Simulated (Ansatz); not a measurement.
`[O]=[Mo](=[O])([OH])[OH]` + HCl → `[O]=[Mo](=[O])([OH])[Cl]` + H₂O at 700 K and 1 bar (ligand exchange at a Mo–O bond).

Computed with Ansatz on PBE0-D4/def2-TZVP structures; ΔE is electronic, products minus reactants. CCSD(T)/CBS adds triple-zeta CCSD(T) − MP2 to the extrapolated MP2 energy (def2 sets, frozen cores). This one scheme is used for every species. Elements past krypton have def2 core potentials. For Mo outer-core shells are correlated without core-valence functions, which leaves a few kJ/mol of doubt a bond. Each species was taken in one conformer, which may not be the lowest.

| species | CCSD(T)/CBS energy (Eh) | H − E (kJ/mol) | S (J/(mol·K)) |
| --- | --- | --- | --- |
| `[O]=[Mo](=[O])([OH])[OH]` | -370.18588 | 154.7 | 430.1 |
| HCl | -460.38127 | 38.4 | 211.8 |
| `[O]=[Mo](=[O])([OH])[Cl]` | -754.20258 | 118.0 | 429.2 |
| H₂O | -76.37941 | 80.5 | 218.4 |

H − E and S are ideal-gas, rigid-rotor, harmonic terms from PBE0-D4/def2-TZVP, for one conformer and one mirror image of each species. 1 Eh = 2625.50 kJ/mol, R = 8.31446 J/(mol·K).

Question: By hand: ΔE, ΔH, ΔS and ΔG.

Answer: ΔE = (-754.20258) + (-76.37941) − (-370.18588) − (-460.38127) = -0.01484 Eh = -39.0 kJ/mol. Δ(H − E) = 118.0 + 80.5 − 154.7 − 38.4 = 5.4, so ΔH = -33.6 kJ/mol. ΔS = 429.2 + 218.4 − 430.1 − 211.8 = 5.7 J/(mol·K). ΔG = -33.6 − 700 × (5.7)/1000 = -37.6 kJ/mol.

Question: By hand: the equilibrium constant, and the temperature at which ΔG would vanish if ΔH and ΔS stayed fixed.

Answer: log₁₀ K = −ΔG/(RT ln 10) = 2.8. ΔH and −TΔS have one sign here, so there is no such temperature.

The number of gas molecules stays the same, so ΔS is small and ΔH decides. A doubt of 5 kJ/mol in ΔE shifts log₁₀ K by 0.4 here. Other conformers and mirror images would add mixing entropy, several J/(mol·K) or more a flexible species. These are equilibria of isolated gas molecules and say nothing of rates. Largest T1 diagnostic: 0.025 (customary marks: 0.02 for closed shells, 0.045 for open ones).

ΔS is within the doubt of such terms, so its sign, and with it that verdict, could turn.
